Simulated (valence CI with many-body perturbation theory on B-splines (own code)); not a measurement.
**Dy⁵²⁺ in brief**

Level of theory: relativistic CI+MBPT: four valence electrons over a frozen Dirac-Fock core [Ne], a basis of 11 s, 11 p, 9 d, 7 f, 5 g, 2 h, 1 i functions for each j, with the one-electron correlation potential Σ1 (screened to all orders), the two-electron term Σ2, the three-electron term Σ3, Breit, model QED; selected single and double excitations, second order for the rest (own B-spline code, finite nucleus).

No measured spectrum was set against this ion. As an estimate, large intervals hold to a few tenths of a per cent, small ones and those within an open d or f shell to about a per cent.

Levels are named by their leading jj configuration (3d3/2^4 stands for four electrons in 3d with j = 3/2), which in mixed levels can hold well under half, so a name can repeat and another be missing.

Rates and lifetimes use the calculated energies. Strong lines usually hold to 10 to 20 %, long lifetimes can be off by a factor of two.

(1) What is the ground level?

(2) How well does LS coupling describe the low levels?

(3) What is the ionisation energy?

(4) What are the static dipole polarisabilities of the lowest levels?

(5) Where does the other parity begin?

Answers

(1) (3s^2 3p1/2^2) J=0, composition 70 % 3s2 3p2 3P + 30 % 3s2 3p2 1S.

(2) Among the lowest 20 levels the leading LS term, summed over configurations, holds 58 % on average. For single configurations the figures are 56 % in LS and 93 % in jj coupling. Terms mix most in the J = 2 level at 538.85 eV, where the leading one holds 29 %.

(3) 4947.3 eV; NIST lists 4945 ± 4 eV (theoretical).

(4) (3s^2 3p1/2^2) J=0 0.00429 bohr³, of which the core gives 7.55e-05.

(5) At (3s 3p1/2^2 3p3/2) J=2, 338.97 eV.
